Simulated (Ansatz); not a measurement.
Species: C$_{2}$H$_{6}$OSi, SMILES `C(=O)([SiH3])C` with one electron removed (charge 1, multiplicity 2), formula C2H6OSi.

How many basis functions does frozen-core CCSD(T)/cc-pVTZ // B3LYP-D3(BJ)/def2-TZVP run with Ansatz (a program for electronic structure) use, how many core orbitals are frozen, and how many electrons are correlated?

208 basis functions and 8 frozen orbitals, which leaves 23 correlated electrons. Core time is of the order of minutes.
